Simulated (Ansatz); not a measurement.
B(CCH)(Cl)(Me) (C3H4BCl), SMILES C#CB(C)Cl.

Coordinates come from a PBE0-D3(BJ)/def2-SVP optimisation. The structure was generated by enumeration, and PubChem lists no compound with its InChIKey, so it may never have been made.

Two levels are set side by side: PBE/def2-SVPD (Ansatz, a quantum-chemistry and plane-wave program) and CAM-B3LYP/def2-SVPD (Ansatz). Energy differences of separate SCF runs at the same geometry; the states with an electron removed or added have multiplicity 2 and 2. Differences are taken from unrounded values.

```csv
quantity,CAM-B3LYP
vertical ionisation energy (eV),10.73
vertical singlet–triplet gap (eV),4.35
```

Task: What does PBE give, and how far is it from CAM-B3LYP? (The exact figures need the calculation; the answer reports its results.)

Result: 
| quantity | PBE | PBE minus CAM-B3LYP |
|---|---|---|
| vertical ionisation energy (eV) | 10.24 | -0.49 |
| vertical singlet–triplet gap (eV) | 4.19 | -0.16 |
